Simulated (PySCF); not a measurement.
# Working out the ionisation energy of S⁺

S⁺ [Ne] 3s2 3p3 (4S) → S²⁺ [Ne] 3s2 3p2 (3P). Computed with PySCF 2.14 in x2c-TZVPall (5s5p2d1f, 37 functions), with the spin-free X2C one-electron Hamiltonian (Gaussian nucleus). Frozen: [Ne]. Energies in hartree (1 hartree = 27.21139 eV):

| part | S⁺ (lower) | S²⁺ (upper) |
| --- | --- | --- |
| UHF | -398.245528 | -397.411084 |
| CCSD correlation | -0.107496 | -0.087657 |
| (T) | -0.003462 | -0.002077 |

Task: What does Hartree-Fock give?

Result: (-397.411084) − (-398.245528) = 0.834444 hartree = 22.706 eV.

Task: What do CCSD and CCSD(T) give?

Result: The CCSD correlation energies differ by 0.019839 hartree = 0.540 eV and the triples by 0.001385 hartree = 0.038 eV, so CCSD gives 23.246 eV and CCSD(T) 23.284 eV.

Reference: 23.338 eV (measured; NIST Atomic Spectra Database, ionization energies), between the lowest levels; spin-orbit coupling is absent from the calculation.

What remains against the reference includes basis incompleteness, the frozen core and higher excitations.
